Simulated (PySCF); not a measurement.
# Vibration and rotation of InP

UHF-CCSD(T) constants of InP, ³Σ⁻ (triplet), unpaired electrons π ↑↑ (PySCF, spin-free X2C with a Gaussian nucleus, basis sets In x2c-SVPall, P x2c-SVPall; masses 114.9039 and 30.9738 u):

| Item | Value |
| --- | --- |
| ωe | 250.0 cm⁻¹ |
| ωexe | 1.04 cm⁻¹ |
| Be | 0.097324 cm⁻¹ |
| αe | 0.000540 cm⁻¹ |
| De to In + P | 1.37 eV |

Question: What force constant and bond length do these constants imply?

Answer: Reduced mass μred = 24.397 u; k = 5.8918×10⁻⁷·μred·ωe² (u, cm⁻¹, mdyn/Å) = 0.898 mdyn/Å; Re = √(16.8576/(μred·Be)) (u, cm⁻¹, Å) = 2.665 Å.

Question: Estimate the centrifugal constant D from the Kratzer relation and find the Dunham coefficient a1.

Answer: D = 4Be³/ωe² = 5.9e-08 cm⁻¹; a1 = −1 − αeωe/(6Be²) = -3.38.

Correlated steps freeze 23 core orbitals. Correlated levels converge slowly with the basis: in double zeta they bind strong bonds too weakly, by up to about 1 eV, and carry superposition errors of some tenths. Spin–orbit coupling is left out, which matters for elements this heavy, above all for dissociation energies. The state was picked by a PBE0 search and need not be the measured ground state.
